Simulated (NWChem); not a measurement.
Molecule: SiH3O3I; SMILES O[Si](O)(O)I

```xyz
8

O      0.0000     1.5462    -1.7852
Si     0.0000     0.0000    -1.2453
O      1.3391    -0.7731    -1.7852
O     -1.3391    -0.7731    -1.7852
I      0.0000     0.0000     1.2209
H      0.7022     2.1264    -1.4759
H      1.4905    -1.6713    -1.4759
H     -2.1926    -0.4551    -1.4759
```
Atoms are numbered in this order, from 1.

Computed with NWChem. Pople sets run with spherical d functions. Structure relaxed at the PBE0/def2-SVP (def2 core potentials past Kr) level. Not confirmed as a minimum by frequencies.

For level TPSS/STO-3G, non-relativistic:

| Item | Result |
|---|---|
| highest occupied level (eV) | -3.37 |
| orbital gap (eV) | 6.63 |
| dipole (D) | 1.74 |

### Question
How do the values read with level TPSS/6-311G**, non-relativistic instead?

### Answer
| Property | Result |
|---|---|
| highest occupied level (eV) | -6.73 |
| orbital gap (eV) | 5.93 |
| dipole (D) | 0.38 |
